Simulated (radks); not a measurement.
Valence configurations of Gd+ (all share [Xe]). Method: scalar-relativistic Kohn-Sham, PBE, spin-polarised, spherical densities, finite nucleus; open shells are filled with parallel spins first (spin-orbit coupling, left out, can overturn this in heavy ions); Fermi nuclear charge, rms radius 5.1569 fm; computed with a radial shooting solver on a logarithmic mesh with Libxc functionals. Energies are relative to 4f7 5d1 6s1; eigenvalues in eV for spin up.

valence              E (eV)  moment (Bohr magnetons)    e(4f)    e(5d)   e(6p)    e(6s)
4f7 5d1 6s1           0.000                        9  -16.773   -9.031       -   -9.796
4f7 5d1 6p1           3.719                        9  -18.016   -9.942  -6.716        -
4f8 5d1               1.147                        7   -8.864   -6.326       -        -
4f6 5d1 6s1 6p1      15.048                        9  -27.254  -12.992  -7.728  -12.064
4f7 6s1 6p1           3.425                        9  -20.328        -  -7.442  -11.436
4f7 5d1 6s0.5 6p0.5   1.857                        9  -17.399   -9.495  -6.400  -10.123
4f7 5d1.5 6s0.5       0.430                        9  -15.680   -8.337       -   -9.295
4f7 6s2               0.460                        7  -19.225        -       -  -10.334
4f7 6p2               7.408                        9  -21.527        -  -7.988        -
4f7 5d0.5 6s1.5       0.292                        8  -17.985   -9.639       -  -10.087

NIST lists [Xe] 4f7 5d1 6s1 as the ground configuration; this level of theory agrees among the configurations tried. The energies are those of spherical high-spin densities, not of single terms.
